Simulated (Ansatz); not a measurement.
**From B to Ga: the dipole moment**

One atom is swapped for its congeners: BH3(SeH2); AlH3(SeH2); GaH3(SeH2). All are singlets with charge 0.

Shapes, held fixed at every level: PBE0-D4/def2-TZVP. Programs: Ansatz 0.2.0. Values in D.

```tsv
level	BH3(SeH2)	GaH3(SeH2)
PBE-D4/def2-TZVPP	3.67	3.27
r2SCAN-D4/def2-TZVPP	3.70	3.33
B3LYP-D4/def2-TZVPP	3.67	3.23
wB97M-V/def2-TZVPP	3.75	3.19
```

(1) Estimate the column for AlH3(SeH2) from its neighbours.

Answers

(1) The mean of the neighbours at wB97M-V/def2-TZVPP is 3.47 D, against 3.61 from the run: the member lies nearer B. All rows: PBE-D4/def2-TZVPP 3.62; r2SCAN-D4/def2-TZVPP 3.71; B3LYP-D4/def2-TZVPP 3.61; wB97M-V/def2-TZVPP 3.61 D. At wB97M-V/def2-TZVPP the dipole moment falls at every step, from 3.75 to 3.19 D. 3 of 4 levels show this order throughout; 3 agree on the largest and the smallest. Relativity is left out for Ga, Se unless named.
